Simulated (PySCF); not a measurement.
A run for PySCF: R-HF/STO-3G on CH4N2O (a complex), monomers drawn apart or pushed together.

```python
from pyscf import gto, scf, dft, mp
from pyscf.data.elements import chemcore

mol = gto.M(
    atom='''
    N     0.32021269    0.45340835   -0.17874948
    N    -0.02607307    0.68265078    0.82942213
    C     0.04495275   -0.48648543    5.23654523
    O    -1.20355146   -0.00533816    4.76434067
    H     0.52887154   -1.15724775    4.51712781
    H    -0.15466810   -1.04968698    6.14732663
    H     0.73778027    0.32736027    5.47927872
    H    -1.05292882    0.47444518    3.94399877
    ''',
    basis='sto-3g',
    charge=0, spin=0, verbose=3, max_memory=1800)
mf = scf.RHF(mol)
mf.conv_tol = 1e-8
mf.max_cycle = 100
mf.kernel()
if not mf.converged:
    mf = mf.newton().run(mf.mo_coeff, mf.mo_occ)
```

Program output:

```
converged SCF energy = -221.041577182719
```

The run converged.

Cost: around 0.14 core-seconds (rough).
